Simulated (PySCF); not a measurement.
## What binds SrBr: the parts of the energy along the bond

State: ²Σ⁺, doublet, unpaired electrons σ ↑. ROHF-based CCSD(T) in PySCF 2.14 with Sr cc-pwCVDZ-X2C, Br aug-cc-pVDZ-DK and Sr cc-pwCVTZ-X2C, Br aug-cc-pVTZ-DK (frozen core orbitals: 28; spin-free X2C with a Gaussian nucleus). Correlation energies are extrapolated as n⁻³ (n = 2, 3), Hartree–Fock as (n+1)·exp(−9√n). All energies in eV from Sr + Br.

| R (Å) | HF/CBS | CCSD corr. | (T) | total |
| --- | --- | --- | --- | --- |
| 2.4107 | -2.617 | -0.395 | -0.0541 | -3.066 |
| 2.5202 | -3.078 | -0.317 | -0.0473 | -3.443 |
| 2.6298 | -3.336 | -0.256 | -0.0421 | -3.635 |
| 2.7394 | -3.451 | -0.207 | -0.0383 | -3.696 |
| 2.8490 | -3.464 | -0.169 | -0.0355 | -3.669 |
| 2.9859 | -3.387 | -0.132 | -0.0329 | -3.552 |
| 3.1229 | -3.245 | -0.103 | -0.0312 | -3.379 |

A fit to the total gives Re = 2.7538 Å, De = 3.697 eV, ωe = 214.0 cm⁻¹, Be = 0.05345 cm⁻¹ (masses 87.9056 and 78.9183 u).

Question: At R = 2.7394 Å the CCSD correlation energy is -0.287689 hartree in the smaller basis and -0.404924 in the larger. Extrapolate it.

Answer: (3³·E3 − 2³·E2)/(3³ − 2³) = -0.45429 hartree; the larger basis holds 89.1 % of it.

The T1 diagnostic is 0.017. The state was picked by a PBE0 search and need not be the measured ground state. Spin–orbit coupling, excitations beyond (T) and corrections to the Born–Oppenheimer picture are left out.
